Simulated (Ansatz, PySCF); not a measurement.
This Ansatz (a quantum-chemistry and plane-wave program) input computes a CCSD(T)/cc-pVDZ energy:

Ansatz 0.2 input:
```yaml
crystal:
  periodic: [false, false, false]
  atoms:
    - {symbol: C, position_ang: [-0.00000000, -0.00000000, 0.00000000]}
    - {symbol: H, position_ang: [1.07877132, 0.00818296, 0.01706258]}
    - {symbol: H, position_ang: [-0.54598586, 0.92977198, -0.03910430]}
    - {symbol: H, position_ang: [-0.53278545, -0.93795494, 0.02204172]}
basis:
  gaussian:
    orbitals: cc-pVDZ
magnetization: {spin_polarized: true, initial_magnetization: 1}
correlation: {method: ccsd_t, electrons: outside_noble_gas}
```

Q: Write an input for the same energy in PySCF and say what it gives.

A: 
```python
from pyscf import gto, scf, mp, cc as ccmod

mol = gto.M(
    atom='''
    C    -0.00000000   -0.00000000    0.00000000
    H     1.07877132    0.00818296    0.01706258
    H    -0.54598586    0.92977198   -0.03910430
    H    -0.53278545   -0.93795494    0.02204172
    ''',
    basis='cc-pvdz',
    charge=0,
    spin=1,
    verbose=4,
)

mf = scf.UHF(mol)
mf.conv_tol = 1e-10
mf.max_cycle = 100
mf.kernel()
mo, _, stable, _ = mf.stability(return_status=True)
if not stable:
    mf.kernel(mf.make_rdm1(mo, mf.mo_occ))
mp2 = mp.MP2(mf, frozen=1).run()
cc = ccmod.CCSD(mf, frozen=1)
cc.max_cycle = 100
cc.kernel()
et = cc.ccsd_t()
print(f'E(CCSD(T)) = {cc.e_tot + et:.9f}')
```
It gives -39.71583 Eh, and Ansatz -39.71583 Eh, a difference of 0.00 mEh.
